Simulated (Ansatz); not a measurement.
`C#[C][Ge]([CH3])([F])[F]` → 3 C• + 2 F• + Ge• + 4 H•  (atomization)

Program: Ansatz. Geometries: PBE0-D4/def2-TZVP. ΔE: electronic, gas phase. CBS: MP2 limit from def2 TZ/QZ plus the TZ coupled-cluster correction, frozen cores. This one scheme is used for every species, atoms too. For atomizations the MP2-based limit and the directly extrapolated one differ by several kJ/mol either way, and by 10 to 25 for some Ge, Se and Sn compounds, so smaller differences from it don't rank the levels. Functionals use def2-TZVPP. B3LYP here is the variant with VWN-RPA as its local correlation; programs differ in this. HSE06 is defined as in plane-wave codes. No spin–orbit coupling; open shells (•) take unrestricted orbitals. Spin–orbit coupling would lower the free atoms: a little for C, F; clearly for Ge. For Ge outer-core shells are correlated without core-valence functions, so the limit isn't a true one: a few kJ/mol of doubt a bond, and 10 to 20 or more in all where bonds break to atoms. Scalar relativity is left out up to krypton.

```csv
level,ΔE (eV),difference from CCSD(T)/CBS
LDA (SPW92),48.90,6.29
PBE-D4,43.49,0.88
revPBE-D4,42.22,-0.39
BLYP-D4,42.37,-0.24
B97M-V,42.58,-0.03
B3LYP-D4,42.21,-0.40
r2SCANh-D4,42.22,-0.39
r2SCAN0-D4,41.67,-0.94
BHLYP-D4,40.74,-1.87
CAM-B3LYP-D4,42.52,-0.09
ωB97X-V,42.50,-0.11
ωB97M-V,42.42,-0.19
B2PLYP,42.16,-0.45
PBE-QIDH,42.37,-0.24
PBE,43.28,0.67
revPBE,41.62,-0.99
BLYP,41.92,-0.69
r2SCAN,42.55,-0.06
PBE0,42.27,-0.34
B3LYP,41.87,-0.74
r2SCANh,42.16,-0.45
r2SCAN0,41.61,-1.00
HSE06,42.30,-0.31
BHLYP,40.47,-2.14
CAM-B3LYP,42.34,-0.27
LC-ωPBE,42.43,-0.18
MP2/def2-SVP,41.48,-1.13
CCSD/def2-SVP,39.77,-2.84
CCSD(T)/def2-SVP,40.29,-2.32
HF/def2-TZVPP,30.90,-11.71
MP2/def2-TZVPP,42.97,0.36
SCS-MP2/def2-TZVPP,42.33,-0.28
CCSD/def2-TZVPP,40.87,-1.74
CCSD(T)/def2-TZVPP,41.65,-0.96
HF/def2-QZVPP,30.95,-11.66
MP2/def2-QZVPP,43.54,0.93
SCS-MP2/def2-QZVPP,42.99,0.38
HF/CBS(def2),30.96,-11.65
MP2/CBS(def2),43.92,1.31
CCSD/CBS(def2),41.82,-0.79
CCSD(T)/CBS,42.61,0
```

Largest T1 diagnostic among the species: 0.012.

From BLYP to BHLYP (50 % exact exchange), in def2-TZVPP and without D4, ΔE moves by −1.44 eV: exact exchange takes away binding that semilocal exchange gives to molecules. At CCSD(T), def2-SVP lies −2.31 eV from the extrapolated value and def2-TZVPP −0.95 eV: correlation converges slowly with the basis, and small sets miss more of it in the bonded molecule than in its fragments.
